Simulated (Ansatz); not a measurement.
The first iterations of a band of CH6FNSi (10 atoms, charge 0, multiplicity 1).

Theory: RKS PBE-D4/cc-pVDZ in Ansatz.

```json
{
  "movable images": "7",
  "climbing image": "yes",
  "spring": "20.0 eV/Å²",
  "optimiser": "quadratic models (default)",
  "start path": "through a guess of the saddle point",
  "force threshold": "0.05 eV/Å",
  "iteration limit": "60",
  "end points": "relaxed"
}
```

Image 0:

```xyz
10
Properties=species:S:1:pos:R:3
Si 0.148 0.032 -0.106
F 0.443 -0.074 1.541
H 1.499 0.181 -0.753
N -0.789 1.431 -0.559
H -1.757 1.467 -0.220
H -0.352 2.346 -0.400
C -0.777 -1.525 -0.596
H -1.771 -1.563 -0.103
H -0.931 -1.557 -1.693
H -0.212 -2.428 -0.291
```

Image 8:

```xyz
10
Properties=species:S:1:pos:R:3
Si 0.267 0.116 -0.750
F 1.351 -0.233 1.699
H 1.683 0.050 0.836
N -0.927 1.379 -0.719
H -1.945 1.255 -0.675
H -0.665 2.369 -0.696
C -0.887 -1.420 -0.732
H -1.386 -1.493 0.259
H -1.676 -1.356 -1.512
H -0.315 -2.356 -0.890
```

| iteration | highest image above the first end (eV) | largest band force component (eV/Å) |
| --- | --- | --- |
| 1 | 3.963 | 5.811 |
| 2 | 3.109 | 4.943 |
| 3 | 2.883 | 1.618 |

Task: Does the band converge within its limit, and where does its top end?

Result: The run converged. It ended after 10 iterations with the highest image 2.898 eV above the first end. Neighbouring images differ by up to 1.4 eV, so the band resolves the path poorly. Another band between the same ends (7 images) ends at a top of the same energy, where a vibrational analysis finds 1 clearly imaginary mode. The orbitals stay closed-shell, which can raise the energy where a bond breaks towards radicals; this wasn't checked here.

The run took 45 s on 2 threads of AMD EPYC 9R45 96-Core Processor (Zen 5) (shared host), peak memory 0.15 GiB.
